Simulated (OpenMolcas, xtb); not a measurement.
## How methods differ on [BF4]− (tetrafluoroborate)

[BF4]−: 5 atoms, total charge -1, spin state singlet. As SMILES, `F[B-](F)(F)F`. Geometry: relaxed at PBE0-D4/def2-TZVPD.

Quantity: the HOMO–LUMO gap, in eV. The values are calculated.

```json
{"level": "GFN1-xTB", "kind": "semi-empirical", "program": "xtb", "value (eV)": "14.25", "CPU time": "under 2 s"}
{"level": "HF/aug-cc-pVDZ", "kind": "Hartree–Fock", "program": "OpenMolcas", "value (eV)": "15.35", "CPU time": "19 s"}
{"level": "SVWN5/aug-cc-pVDZ", "kind": "LDA", "program": "OpenMolcas", "value (eV)": "6.99", "CPU time": "38 s"}
{"level": "BLYP/aug-cc-pVDZ", "kind": "GGA", "program": "OpenMolcas", "value (eV)": "6.62", "CPU time": "46 s"}
{"level": "r2SCAN/aug-cc-pVDZ", "kind": "meta-GGA", "program": "OpenMolcas", "value (eV)": "7.60", "CPU time": "58 s"}
{"level": "B3LYP/aug-cc-pVDZ", "kind": "global hybrid", "program": "OpenMolcas", "value (eV)": "8.64", "CPU time": "43 s"}
{"level": "B2PLYP/aug-cc-pVDZ", "kind": "double hybrid", "program": "OpenMolcas", "value (eV)": "11.44", "CPU time": "37 s"}
```

The values span 6.62 to 15.35 eV. Orbital gaps aren't excitation energies, and those of double hybrids come from the SCF part alone; they tend to grow with the share of exact exchange. In so small a basis fixed costs decide the times, and correlated methods can beat functionals. Times are those of the runs behind each value, whatever else they computed, on shared processors of several kinds: orders of magnitude only.
